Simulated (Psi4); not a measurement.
antimony atom (Sb), quartet (all electrons, no relativity); Psi4 with TPSS/3-21G.

Psi4 was given this input:
```
memory 2 GB

molecule mol {
0 4
Sb    0.000000    0.000000    0.000000
}

set {
  basis 3-21g
  reference uks
  scf_type pk
}

energy('tpss')
print_variables()
```

### Question
Write the output that Psi4 gives for this input, abridged.

### Answer

```
   => Loading Basis Set <=

    Name: 3-21G
    Role: ORBITAL
    Keyword: BASIS

         ---------------------------------------------------------
                                   SCF
               by Justin Turney, Rob Parrish, Andy Simmonett
                          and Daniel G. A. Smith
                              UKS Reference
         ---------------------------------------------------------

  ==> Geometry <==

    Molecular point group: d2h
    Geometry (in Angstrom), charge = 0, multiplicity = 4:

       Center              X                  Y                   Z               Mass
    ------------   -----------------  -----------------  -----------------  -----------------
         SB           0.000000000000     0.000000000000     0.000000000000   120.903812000000

  Running in d2h symmetry.

  Rotational constants: A = ************  B = ************  C = ************ [cm^-1]
  Rotational constants: A = ************  B = ************  C = ************ [MHz]
  Nuclear repulsion =    0.000000000000000

  Charge       = 0
  Multiplicity = 4
  Electrons    = 51
  Nalpha       = 27
  Nbeta        = 24

  ==> Algorithm <==

  SCF Algorithm Type is PK.
  DIIS enabled.
  MOM disabled.
  Fractional occupation disabled.
  Guess Type is CORE.
  Energy threshold   = 1.00e-06
  Density threshold  = 1.00e-06
  Integral threshold = 1.00e-12

  ==> Primary Basis <==

  Basis Set: 3-21G
    Blend: 3-21G
    Number of shells: 13
    Number of basis functions: 33
    Number of Cartesian functions: 33
    Spherical Harmonics?: false
    Max angular momentum: 2

  ==> DFT Potential <==

   => LibXC <=

    Version 7.1.2
    S. Lehtola, C. Steigemann, M. J. T. Oliveira, and M. A. L. Marques,  SoftwareX 7, 1–5 (2018) (10.1016/j.softx.2017.11.002)

   => Composite Functional: TPSS <=

    TPSS Meta-GGA XC Functional

    J. Tao, et al., Phys. Rev. Lett., 91, 146401, 2003

    Deriv               =              1
    GGA                 =           TRUE
    Meta                =           TRUE

    Exchange Hybrid     =          FALSE
    MP2 Hybrid          =          FALSE

   => Exchange Functionals <=

    1.0000   XC_MGGA_X_TPSS

   => Correlation Functionals <=

    1.0000   XC_MGGA_C_TPSS

   => LibXC Density Thresholds  <==

    XC_MGGA_C_TPSS:  1.00E-15
    XC_MGGA_X_TPSS:  1.00E-15

   => Molecular Quadrature <=

    Radial Scheme          =       TREUTLER
    Pruning Scheme         =           NONE
    Nuclear Scheme         =       TREUTLER

    Blocking Scheme        =         OCTREE
    BS radius alpha        =              1
    Pruning alpha          =              1
    Radial Points          =             75
    Spherical Points       =            302
    Total Points           =          19624
    Total Blocks           =            214
    Max Points             =            251
    Max Functions          =             33
    Weights Tolerance      =       1.00E-15

  ==> Integral Setup <==

  Using in-core PK algorithm.
   Calculation information:
      Number of atoms:                   1
      Number of AO shells:              13
      Number of primitives:             33
      Number of atomic orbitals:        33
      Number of basis functions:        33

      Integral cutoff                 1.00e-12
      Number of threads:                 1

  Performing in-core PK
  Using 315282 doubles for integral storage.
  We computed 4186 shell quartets total.
  Whereas there are 4186 unique shell quartets.

  ==> DiskJK: Disk-Based J/K Matrices <==

    J tasked:                  Yes
    K tasked:                   No
    wK tasked:                  No
    Schwarz Cutoff:          1E-12

  Minimum eigenvalue in the overlap matrix is 1.2590233483E-03.
  Reciprocal condition number of the overlap matrix is 3.1755246463E-04.
    Using symmetric orthogonalization.

  ==> Pre-Iterations <==

  SCF Guess: Core (One-Electron) Hamiltonian.

   -------------------------------------------------------
[...]
     B3g        2       2       2       2       2       0
     Au         0       0       0       0       0       0
     B1u        5       5       4       3       3       1
     B2u        5       5       4       3       3       1
     B3u        5       5       4       3       3       1
   -------------------------------------------------------
    Total      33      33      27      24      24       3
   -------------------------------------------------------

  ==> Iterations <==

                        Total Energy        Delta E     RMS |[F,P]|

   @UKS iter   1: -6273.82320682095633   -6.27382e+03   2.98341e+00 ADIIS
   @UKS iter   2: -6287.83764436583351   -1.40144e+01   8.77669e-02 DIIS/ADIIS
   @UKS iter   3: -6288.25652646561957   -4.18882e-01   2.19294e-02 DIIS/ADIIS
   @UKS iter   4: -6288.32416611345252   -6.76396e-02   3.53797e-03 DIIS/ADIIS
   @UKS iter   5: -6288.32642065450273   -2.25454e-03   1.89173e-04 DIIS/ADIIS
   @UKS iter   6: -6288.32642851835044   -7.86385e-06   3.36832e-06 DIIS
   @UKS iter   7: -6288.32642852097160   -2.62116e-09   7.22509e-08 DIIS
  Energy and wave function converged.

  ==> Post-Iterations <==

   Electrons on quadrature grid:
      Nalpha   =   26.9999991282 ; deviation = -8.718e-07
      Nbeta    =   23.9999991282 ; deviation = -8.718e-07
      Ntotal   =   50.9999982564 ; deviation = -1.744e-06

   @Spin Contamination Metric:   1.858719073E-04
   @S^2 Expected:                3.750000000E+00
   @S^2 Observed:                3.750185872E+00
   @S   Expected:                1.500000000E+00
   @S   Observed:                1.500000000E+00

    Orbital Energies [Eh]
    ---------------------

    Alpha Occupied:

[...]
    Alpha Virtual:

[...]
    Beta Occupied:

[...]
    Beta Virtual:

[...]
    Final Occupation by Irrep:
             Ag   B1g   B2g   B3g    Au   B1u   B2u   B3u
    DOCC [     9,    2,    2,    2,    0,    3,    3,    3 ]
    SOCC [     0,    0,    0,    0,    0,    1,    1,    1 ]
    NA   [     9,    2,    2,    2,    0,    4,    4,    4 ]
    NB   [     9,    2,    2,    2,    0,    3,    3,    3 ]

  @UKS Final Energy: -6288.32642852097160

   => Energetics <=

    Nuclear Repulsion Energy =              0.0000000000000000
    One-Electron Energy =               -8666.3228668014344294
    Two-Electron Energy =                2543.7293845513595443
    DFT Exchange-Correlation Energy =    -165.7329462708968038
    Empirical Dispersion Energy =           0.0000000000000000
    VV10 Nonlocal Energy =                  0.0000000000000000
    Total Energy =                      -6288.3264285209716036

  UHF NO Occupations:
  HONO-2 :    4B2u 1.0000000
  HONO-1 :    4B3u 1.0000000
  HONO-0 :    4B1u 1.0000000
  LUNO+0 :   10 Ag 0.0000919
  LUNO+1 :    5B1u 0.0000003
  LUNO+2 :    5B2u 0.0000003
  LUNO+3 :    5B3u 0.0000003

Computation Completed

Properties will be evaluated at   0.000000,   0.000000,   0.000000 [a0]

Properties computed using the SCF density matrix

 Multipole Moments:

 ------------------------------------------------------------------------------------
     Multipole            Electronic (a.u.)      Nuclear  (a.u.)        Total (a.u.)
 ------------------------------------------------------------------------------------

 L = 1.  Multiply by 2.5417464519 to convert [e a0] to [Debye]
 Dipole X            :          0.0000000            0.0000000            0.0000000
 Dipole Y            :          0.0000000            0.0000000            0.0000000
 Dipole Z            :          0.0000000            0.0000000            0.0000000
 Magnitude           :                                                    0.0000000

 ------------------------------------------------------------------------------------

  Variable Map:
  ----------------------------------------------------------------------------
[...]
  Array Variable Map:
  ----------------------------------------------------------------------------
[...]
[...]
```
